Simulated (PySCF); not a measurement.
C4H10O, SMILES C(CC)CO.

The structure is a stationary point at B3LYP-D3(BJ)/def2-SVP. One conformer was computed; it need not be the lowest.

All values below come from TDA-CAM-B3LYP/def2-SVPD (PySCF).

Vertical excitations. Isolated molecule, no solvent. State labels are in the subgroup Cs.

Computed lowest excited states:
```tsv
state	symmetry	energy (eV)	λ (nm)	f	main pairs
S1	A"	6.90	180	0.002	HOMO→LUMO 90 %
S2	A"	8.23	151	0.020	HOMO→LUMO+1 46 %, HOMO→LUMO+2 28 %, HOMO→LUMO+3 12 %
S3	A'	8.63	144	0.003	HOMO−2→LUMO 76 %
S4	A"	8.75	142	0.028	HOMO→LUMO+2 49 %, HOMO→LUMO+3 24 %, HOMO→LUMO+1 11 %, HOMO→LUMO+5 10 %
S5	A'	8.86	140	0.051	HOMO→LUMO+4 84 %
S6	A"	8.92	139	0.001	HOMO−1→LUMO+1 70 %, HOMO−1→LUMO 21 %
S7	A'	9.26	134	0.028	HOMO−2→LUMO+1 50 %, HOMO−3→LUMO+1 29 %
S8	A'	9.37	132	0.002	HOMO−3→LUMO+1 53 %, HOMO−2→LUMO+1 22 %, HOMO−3→LUMO 8 %
S9	A"	9.41	132	0.005	HOMO→LUMO+3 25 %, HOMO−1→LUMO 23 %, HOMO→LUMO+1 20 %, HOMO−1→LUMO+1 9 %
S10	A"	9.47	131	0.013	HOMO−1→LUMO 30 %, HOMO→LUMO+3 20 %, HOMO−1→LUMO+1 11 %, HOMO→LUMO+1 9 %
T1	A"	6.58	188	0	HOMO→LUMO 84 %
T2	A"	7.96	156	0	HOMO→LUMO+2 34 %, HOMO→LUMO+1 32 %, HOMO→LUMO+3 11 %, HOMO→LUMO 9 %
T3	A'	8.28	150	0	HOMO−2→LUMO 69 %, HOMO−4→LUMO 13 %
T4	A'	8.54	145	0	HOMO→LUMO+4 77 %
```
Triplets are in the Tamm–Dancoff approximation.
